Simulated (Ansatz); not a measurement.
Gas-phase electronic energies from Ansatz, PBE0-D4/def2-TZVP geometries. CCSD(T)/CBS adds triple-zeta CCSD(T) − MP2 to the extrapolated MP2 energy (def2 sets, frozen cores). Functionals use def2-TZVPP. For Zn outer-core shells are correlated without core-valence functions, which leaves a few kJ/mol of doubt a bond. Scalar relativity is left out up to krypton. Each species was taken in one conformer, which may not be the lowest.

Reaction (cleavage of the B–Zn bond): `Cl[BH][ZnH]` + `O[SiH2][SiH3]` → `[SiH3][SiH2]OBCl` + `[ZnH2]`

Task: Is it downhill or uphill in electronic energy at CCSD(T)/CBS, and by how much? (An estimate is asked.)

Result: Computed: Downhill: ΔE = -161.5 kJ/mol.

Task: What do these levels give: ωB97X-V, MP2/def2-TZVPP, SCS-MP2/def2-TZVPP, CCSD/def2-TZVPP, MP2/CBS(def2), CCSD/CBS(def2)? (Best estimate.)

Result: Ansatz gave: ωB97X-V -166.9, MP2/def2-TZVPP -169.5, SCS-MP2/def2-TZVPP -169.6, CCSD/def2-TZVPP -167.5, MP2/CBS(def2) -164.1, CCSD/CBS(def2) -162.1 kJ/mol.

Largest T1 diagnostic among the species: 0.016.

The D4 term adds −6.5 kJ/mol with B3LYP and −3.8 kJ/mol with PBE0; it sums over pairs of atoms, weighted by their polarisabilities, and B3LYP, whose exchange is more repulsive, gets the larger term. In def2-TZVPP, CCSD(T) changes the Hartree–Fock value by +12.3 kJ/mol (the triples alone add +0.6 kJ/mol) and MP2 by +9.7 kJ/mol.

B3LYP here is the variant with VWN-RPA as its local correlation; programs differ in this.
